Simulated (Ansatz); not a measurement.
The lowest singlet and triplet of CH2O (SMILES [CH]O); geometries from B3LYP-D3(BJ)/def2-TZVP, each state relaxed from the structure named, with no frequency check.
Singlet (charge 0, multiplicity 1):
```xyz
4

C      0.72521     0.19010    -0.00119
O     -0.57347     0.06850     0.00167
H      1.15855    -0.84268    -0.00572
H     -0.92207    -0.84593    -0.00050
```
Triplet (charge 0, multiplicity 3):
```xyz
4

C      0.6701     0.0753    -0.2974
O     -0.5461     0.0664     0.2428
H      1.5150    -0.4928     0.0966
H     -1.1663    -0.4905    -0.2548
```

| level | gap E(singlet) − E(triplet), adiabatic (kJ/mol) |
|---|---|
| R-HF/cc-pVTZ | -3.7 |
| R-B3LYP/def2-TZVPP | -78.3 |
| U-B3LYP/def2-TZVPP | -78.3 |
| R-PBE0/def2-TZVPP | -60.8 |
| R-MP2/cc-pVQZ | -83.3 |
| U-MP2/cc-pVQZ (spin-contaminated) | -63.7 |
| U-SCS-MP2/cc-pVTZ (spin-contaminated) | -77.9 |
| R-SCS-MP2/cc-pVQZ | -103.0 |
| U-SCS-MP2/cc-pVQZ (spin-contaminated) | -80.2 |
| R-CCSD/cc-pVDZ | -82.8 |
| R-CCSD/cc-pVTZ | -83.6 |
| SA-CASSCF(2,2)/cc-pVQZ | -47.9 |
| FIC-NEVPT4(SD) on SA-CASSCF(2,2)/cc-pVQZ | -87.7 |
| FIC-MRCISD+Q on SA-CASSCF(2,2)/cc-pVQZ | -88.9 |

The rows run from -103.0 (R-SCS-MP2/cc-pVQZ) to -3.7 kJ/mol (R-HF/cc-pVTZ).

A positive gap puts the triplet lower; no zero-point energy. R- takes a restricted singlet. U- takes an unrestricted singlet (broken symmetry where lower, unprojected). The triplet is unrestricted in single-reference levels. Active spaces average the two states.

Frozen-core correlation.

Doubts at one or more of the structures used: a restricted determinant that unrestricted orbitals would lower (R-HF/cc-pVTZ, R-MP2/cc-pVQZ, R-SCS-MP2/cc-pVQZ, R-CCSD/cc-pVDZ, R-CCSD/cc-pVTZ).

Codes used: Ansatz (Gaussian basis) for Hartree–Fock, density functionals and correlated methods. Each number belongs to the level named beside it.

Ansatz is a quantum-chemistry and plane-wave program.
